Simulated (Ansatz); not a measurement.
Cost and result for the atomization energy of BFH5NOSi (`NBO[SiH2]F`) (10 atoms, 9 bonds).

```xyz
10

N    -1.647   -1.183    0.720
B    -0.358   -0.797    0.365
O    -0.169    0.414   -0.262
Si    1.167    1.214   -0.723
F     1.586    2.244    0.420
H    -1.844   -2.055    1.177
H    -2.454   -0.607    0.548
H     0.573   -1.519    0.599
H     2.304    0.286   -0.916
H     0.841    2.003   -1.928
```

The species carries charge 0 and has multiplicity 1. The geometry is a stationary point of PBE0-D4/def2-TZVP. It is one conformer, not always the lowest. Program: Ansatz. All runs use 4 threads of an Arm Neoverse V1 on a shared host. Times are those of one run each, without the atoms' runs, and a repeat can differ threefold. Electronic energies, without spin–orbit coupling; frozen cores. CCSD(T)/CBS adds CCSD(T) − MP2 in def2-TZVPP to the MP2 limit, and its time is that of the two runs behind it. T1 = 0.012. B3LYP takes the VWN-RPA correlation (the form of Gaussian; ORCA's B3LYP/G).

CCSD(T)/CBS is a level of theory with its own doubt, some kJ/mol a heavy atom from the limit and from the frozen cores, so smaller differences don't rank the functionals.

```csv
level,functions,wall time,atomization (kcal/mol),difference from CCSD(T)/CBS,per bond
PBE-D4/def2-TZVPP (with forces),236,2 s,951.7,8.3,0.9
PBE0-D4/def2-TZVPP,236,2.4 s,934.2,-9.2,-1.0
B3LYP-D4/def2-TZVPP (with forces),236,3.6 s,943.3,-0.1,0.0
r2SCAN-D4/def2-TZVPP (with forces),236,4.1 s,942.5,-0.9,-0.1
B2PLYP/def2-TZVPP,236,4.2 s,935.9,-7.5,-0.8
ωB97X-V/def2-TZVPP,236,6.5 s,945.2,1.8,0.2
ωB97M-V/def2-TZVPP (with forces),236,9 s,946.6,3.2,0.4
MP2/def2-QZVPP,448,18 s,954.4,11.0,1.2
CCSD(T)/def2-TZVPP,236,120 s,916.5,-26.9,-3.0
CCSD(T)/CBS(def2),–,2.3 min,943.4,0.0,0.0
```

The D4 term adds +6.3 kcal/mol with B3LYP and +3.3 kcal/mol with PBE0; it sums over pairs of atoms, weighted by their polarisabilities, and B3LYP, whose exchange is more repulsive, gets the larger term. In def2-TZVPP, CCSD(T) changes the Hartree–Fock value by +217.1 kcal/mol (the triples alone add +12.1 kcal/mol) and MP2 by +238.7 kcal/mol; breaking electron pairs costs correlation energy, which Hartree–Fock lacks. From PBE to PBE0 (25 % exact exchange), in def2-TZVPP and without D4, the atomization energy moves by −16.9 kcal/mol: exact exchange takes away binding that semilocal exchange gives to molecules.
